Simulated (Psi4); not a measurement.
A run for Psi4: SAPT0/aug-cc-pVDZ on H6SeSi (a complex), monomers drawn apart or pushed together.

```
memory 1800 MB

molecule dimer {
0 1
Si    0.19509267   -0.00970973    0.03556828
H    -0.61411930   -1.17604210    0.45011041
H    -0.44401611    1.23783362    0.51022605
H     0.27286745    0.02523825   -1.44509722
H     1.56163333   -0.11595340    0.59032957
--
0 1
Se   -0.15121939    0.03571419    4.49448068
H     0.26815486    1.43769411    4.35218339
H    -1.54534902    0.38757989    4.18794203
units angstrom
symmetry c1
no_reorient
no_com
}

set {
  basis aug-cc-pVDZ
  scf_type df
  freeze_core true
}

energy('sapt0')
```

Program output:

```
[...]
==> Input File <==

--------------------------------------------------------------------------
memory 1800 MB

molecule dimer {
0 1
Si    0.19509267   -0.00970973    0.03556828
H    -0.61411930   -1.17604210    0.45011041
H    -0.44401611    1.23783362    0.51022605
H     0.27286745    0.02523825   -1.44509722
H     1.56163333   -0.11595340    0.59032957
--
0 1
Se   -0.15121939    0.03571419    4.49448068
H     0.26815486    1.43769411    4.35218339
H    -1.54534902    0.38757989    4.18794203
units angstrom
symmetry c1
no_reorient
no_com
}

set {
  basis aug-cc-pVDZ
  scf_type df
  freeze_core true
}

energy('sapt0')
--------------------------------------------------------------------------


   => Loading Basis Set <=

    Name: AUG-CC-PVDZ
    Role: ORBITAL
    Keyword: BASIS
    atoms 1        entry SI         line   570 file aug-cc-pvdz.gbs
    atoms 2-5, 7-8 entry H          line    40 file aug-cc-pvdz.gbs
    atoms 6        entry SE         line  3217 file aug-cc-pvdz.gbs

   => Loading Basis Set <=

    Name: AUG-CC-PVDZ
    Role: ORBITAL
    Keyword: BASIS
    atoms 1        entry SI         line   570 file aug-cc-pvdz.gbs
    atoms 2-5, 7-8 entry H          line    40 file aug-cc-pvdz.gbs
    atoms 6        entry SE         line  3217 file aug-cc-pvdz.gbs


  //>>>>>>>>>>>>>>>>>>>>>>>>>>>>>>>>>>>//
  //              Dimer HF             //
  //<<<<<<<<<<<<<<<<<<<<<<<<<<<<<<<<<<<//

   => Libint2 <=

    Primary   basis highest AM E, G, H:  7, 6, 3
    Auxiliary basis highest AM E, G, H:  7, 7, 4
    Onebody   basis highest AM E, G, H:  -, -, -
    Solid Harmonics ordering:            Gaussian


   => Loading Basis Set <=

    Name: AUG-CC-PVDZ
    Role: ORBITAL
    Keyword: BASIS
    atoms 1        entry SI         line   570 file aug-cc-pvdz.gbs
    atoms 2-5, 7-8 entry H          line    40 file aug-cc-pvdz.gbs
    atoms 6        entry SE         line  3217 file aug-cc-pvdz.gbs


         ---------------------------------------------------------
                                   SCF
               by Justin Turney, Rob Parrish, Andy Simmonett
                          and Daniel G. A. Smith
                              RHF Reference
                        1 Threads,   1716 MiB Core
         ---------------------------------------------------------

  ==> Geometry <==

    Molecular point group: c1
    Full point group: C1

    Geometry (in Angstrom), charge = 0, multiplicity = 1:

       Center              X                  Y                   Z               Mass
    ------------   -----------------  -----------------  -----------------  -----------------
         SI           0.195092670000    -0.009709730000     0.035568280000    27.976926534650
         H           -0.614119300000    -1.176042100000     0.450110410000     1.007825032230
         H           -0.444016110000     1.237833620000     0.510226050000     1.007825032230
         H            0.272867450000     0.025238250000    -1.445097220000     1.007825032230
         H            1.561633330000    -0.115953400000     0.590329570000     1.007825032230
         SE          -0.151219390000     0.035714190000     4.494480680000    79.916521800000
         H            0.268154860000     1.437694110000     4.352183390000     1.007825032230
         H           -1.545349020000     0.387579890000     4.187942030000     1.007825032230

  Running in c1 symmetry.

  Rotational constants: A =      1.48278  B =      0.01015  C =      0.01014 [cm^-1]
  Rotational constants: A =  44452.73295  B =    304.17033  C =    303.93033 [MHz]
  Nuclear repulsion =  122.354556617432181

  Charge       = 0
  Multiplicity = 1
  Electrons    = 54
  Nalpha       = 27
  Nbeta        = 27

  ==> Algorithm <==

  SCF Algorithm Type is DF.
  DIIS enabled.
  MOM disabled.
  Fractional occupation disabled.
  Guess Type is SAD.
  Energy threshold   = 1.00e-08
  Density threshold  = 1.00e-08
  Integral threshold = 1.00e-12

  ==> Primary Basis <==

  Basis Set: AUG-CC-PVDZ
    Blend: AUG-CC-PVDZ
    Number of shells: 55
    Number of basis functions: 117
    Number of Cartesian functions: 122
    Spherical Harmonics?: true
    Max angular momentum: 2

   => Loading Basis Set <=

    Name: (AUG-CC-PVDZ AUX)
    Role: JKFIT
    Keyword: DF_BASIS_SCF
    atoms 1        entry SI         line   526 file aug-cc-pvdz-jkfit.gbs
    atoms 2-5, 7-8 entry H          line    70 file aug-cc-pvdz-jkfit.gbs
    atoms 6        entry SE         line  1269 file aug-cc-pvdz-jkfit.gbs

  ==> Integral Setup <==

  DFHelper Memory: AOs need 0.056 GiB; user supplied 1.257 GiB.
  SCF_SUBTYPE=INCORE selected. In-core MEM_DF algorithm will be used.
  Using in-core AOs.

  ==> MemDFJK: Density-Fitted J/K Matrices <==

    J tasked:                   Yes
    K tasked:                   Yes
    wK tasked:                   No
    OpenMP threads:               1
    Algorithm:                 Core
    Schwarz Cutoff:           1E-12
    Mask sparsity (%):       1.5925
    Fitting Con
[...]
06A      2.407331   107A      2.490302   108A      2.498342
     109A      2.550391   110A      2.882728   111A      2.886726
     112A      2.916399   113A      4.655092   114A     14.465876
     115A     14.472055   116A     14.476110   117A    103.642240

    Final Occupation by Irrep:
              A
    DOCC [    18 ]
    NA   [    18 ]
    NB   [    18 ]

  @DF-RHF Final Energy: -2400.34731037161146

   => Energetics <=

    Nuclear Repulsion Energy =             24.7271704028454451
    One-Electron Energy =               -3392.8348467467108094
    Two-Electron Energy =                 967.7603659722542488
    Total Energy =                      -2400.3473103716114565

Computation Completed


Properties will be evaluated at   0.000000,   0.000000,   0.000000 [a0]

Properties computed using the SCF density matrix


 Multipole Moments:

 ------------------------------------------------------------------------------------
     Multipole            Electronic (a.u.)      Nuclear  (a.u.)        Total (a.u.)
 ------------------------------------------------------------------------------------

 L = 1.  Multiply by 2.5417464519 to convert [e a0] to [Debye]
 Dipole X            :         11.9740204          -12.1294971           -0.1554767
 Dipole Y            :         -5.4640863            5.7439293            0.2798429
 Dipole Z            :       -304.9836677          304.9119752           -0.0716925
 Magnitude           :                                                    0.3280623

 ------------------------------------------------------------------------------------

  Constructing Basis Sets for SAPT...

   => Loading Basis Set <=

    Name: (AUG-CC-PVDZ AUX)
    Role: RIFIT
    Keyword: DF_BASIS_SAPT
    atoms 1        entry SI         line   400 file aug-cc-pvdz-ri.gbs
    atoms 2-5, 7-8 entry H          line    30 file aug-cc-pvdz-ri.gbs
    atoms 6        entry SE         line   900 file aug-cc-pvdz-ri.gbs

   => Loading Basis Set <=

    Name: (AUG-CC-PVDZ AUX)
    Role: JKFIT
    Keyword: DF_BASIS_ELST
    atoms 1        entry SI         line   526 file aug-cc-pvdz-jkfit.gbs
    atoms 2-5, 7-8 entry H          line    70 file aug-cc-pvdz-jkfit.gbs
    atoms 6        entry SE         line  1269 file aug-cc-pvdz-jkfit.gbs


  //>>>>>>>>>>>>>>>>>>>>>>>>>>>>>>>>>>>//
  //               SAPT0               //
  //<<<<<<<<<<<<<<<<<<<<<<<<<<<<<<<<<<<//



        SAPT0
    Ed Hohenstein
     6 June 2009

      Orbital Information
  --------------------------
    NSO        =       117
    NMO        =       117
    NRI        =       360
    NRI (Elst) =       514
    NOCC A     =         9
    NOCC B     =        18
    FOCC A     =         5
    FOCC B     =         9
    NVIR A     =       108
    NVIR B     =        99

    Elst10,r            =    -0.000842574164 [Eh]
    Exch10              =     0.000916240731 [Eh]
    Exch10 (S^2)        =     0.000915001769 [Eh]

    Maxiter = 50
    CPHF R converge = 1.000000E-08

    Iter     Energy [mEh]          dE [mEh]         Residual      Time [s]
       1      -0.10013848       0.100138483     9.986218e-04             0
       2      -0.11285133       0.012712843     1.439467e-04             0
       3      -0.11262004      -0.000231284     2.985584e-05             0
       4      -0.11253545      -0.000084592     5.455738e-06             0
       5      -0.11255524       0.000019789     9.795335e-07             0
       6      -0.11255452      -0.000000719     1.972902e-07             0
       7      -0.11255404      -0.000000481     2.826713e-08             0
       8      -0.11255417       0.000000129     3.654767e-09             0

    CHF Iterations converged

    Maxiter = 50
    CPHF R converge = 1.000000E-08

    Iter     Energy [mEh]          dE [mEh]         Residual      Time [s]
       1      -0.30288507       0.302885066     2.085064e-03             0
       2      -0.37826193       0.075376866     3.547477e-04             0
       3      -0.37714796      -0.001113974     1.139507e-04             0
       4      -0.37653184      -0.000616115     2.399911e-05             0
       5      -0.37666871       0.000136868     6.266574e-06             0
       6      -0.37667721       0.000008496     1.421172e-06             0
       7      -0.37666942      -0.000007786     3.693103e-07             0
       8      -0.37667117       0.000001744     6.707213e-08             0
       9      -0.37667095      -0.000000219     1.443543e-08             0
      10      -0.37667098       0.000000031     2.232676e-09             0

    CHF Iterations converged

    Ind20,r (A<-B)      =    -0.000112554169 [Eh]
    Ind20,r (B<-A)      =    -0.000376670977 [Eh]
    Ind20,r             =    -0.000489225146 [Eh]
    Exch-Ind20,r (A<-B) =     0.000068359113 [Eh]
    Exch-Ind20,r (B<-A) =     0.000340804422 [Eh]
    Exch-Ind20,r        =     0.000409163535 [Eh]
    Disp20              =    -0.001479492902 [Eh]
    Disp20 (SS)         =    -0.000739746451 [Eh]
    Disp20 (OS)         =    -0.000739746451 [Eh]
    Exch-Disp20         =     0.000109411399 [Eh]
    Exch-Disp20 (SS)    =     0.000073951050 [Eh]
    Exch-Disp20 (OS)    =     0.000035460348 [Eh]

    SAPT Results
  --------------------------------------------------------------------------------------------------------
    Electrostatics                 -0.84257416 [mEh]      -0.52872327 [kcal/mol]      -2.21217816 [kJ/mol]
      Elst10,r                     -0.84257416 [mEh]      -0.52872327 [kcal/mol]      -2.21217816 [kJ/mol]

    Exchange                        0.91624073 [mEh]       0.57494974 [kcal/mol]       2.40558971 [kJ/mol]
      Exch10                        0.91624073 [mEh]       0.57494974 [kcal/mol]       2.40558971 [kJ/mol]
      Exch10(S^2)                   0.91500177 [mEh]       0.57417228 [kcal/mol]       2.40233681 [kJ/mol]

    Induction                      -0.16287246 [mEh]      -0.10220401 [kcal/mol]      -0.42762158 [kJ/mol]
      Ind20,r                      -0.48922515 [mEh]      -0.30699341 [kcal/mol]      -1.28446044 [kJ/mol]
      Exch-Ind20,r                  0.40916354 [mEh]       0.25675399 [kcal/mol]       1.07425871 [kJ/mol]
      delta HF,r (2)               -0.08281085 [mEh]      -0.05196459 [kcal/mol]      -0.21741985 [kJ/mol]

    Dispersion                     -1.37008150 [mEh]      -0.85973912 [kcal/mol]      -3.59714849 [kJ/mol]
      Disp20                       -1.47949290 [mEh]      -0.92839581 [kcal/mol]      -3.88440808 [kJ/mol]
      Exch-Disp20                   0.10941140 [mEh]       0.06865669 [kcal/mol]       0.28725959 [kJ/mol]
      Disp20 (SS)                  -0.73974645 [mEh]      -0.46419791 [kcal/mol]      -1.94220404 [kJ/mol]
      Disp20 (OS)                  -0.73974645 [mEh]      -0.46419791 [kcal/mol]      -1.94220404 [kJ/mol]
      Exch-Disp20 (SS)              0.07395105 [mEh]       0.04640498 [kcal/mol]       0.19415846 [kJ/mol]
      Exch-Disp20 (OS)              0.03546035 [mEh]       0.02225170 [kcal/mol]       0.09310113 [kJ/mol]

  Total HF                         -0.08920589 [mEh]      -0.05597754 [kcal/mol]      -0.23421003 [kJ/mol]
  Total SAPT0                      -1.45928739 [mEh]      -0.91571666 [kcal/mol]      -3.83135853 [kJ/mol]

  Special recipe for scaled SAPT0 (see Manual):
    Electrostatics sSAPT0          -0.84257416 [mEh]      -0.52872327 [kcal/mol]      -2.21217816 [kJ/mol]
    Exchange sSAPT0                 0.91624073 [mEh]       0.57494974 [kcal/mol]       2.40558971 [kJ/mol]
    Induction sSAPT0               -0.16120812 [mEh]      -0.10115962 [kcal/mol]      -0.42325185 [kJ/mol]
    Dispersion sSAPT0              -1.36963645 [mEh]      -0.85945985 [kcal/mol]      -3.59598002 [kJ/mol]
  Total sSAPT0                     -1.45717800 [mEh]      -0.91439300 [kcal/mol]      -3.82582032 [kJ/mol]
  --------------------------------------------------------------------------------------------------------



*** Psi4 exiting successfully. Buy a developer a beer!
```

The run finished.

Cost: about 10 core-seconds (a rough figure).
